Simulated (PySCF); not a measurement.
A structure optimised at PBE-D3(BJ)/def2-SVP, used in a PySCF frequency run:

```xyz
12

Si     0.3630     0.0757     0.0000
C     -0.2041    -0.8491     1.5447
C     -0.2041    -0.8491    -1.5447
O     -0.1771     1.6789     0.0000
H      1.8593     0.2065     0.0000
H     -1.3084    -0.9613     1.5708
H      0.1077    -0.3165     2.4658
H      0.2346    -1.8685     1.5741
H      0.1077    -0.3165    -2.4658
H     -1.3084    -0.9613    -1.5708
H      0.2346    -1.8685    -1.5741
H     -1.1438     1.7842     0.0000
```

**Question.** Write its SMILES, formula and point group.

**Answer.** C[SiH](C)O, C2H8OSi, Cs

**Question.** What are its rotational constants (standard atomic weights)?

**Answer.** 5.7255, 5.4272, 3.2766 GHz
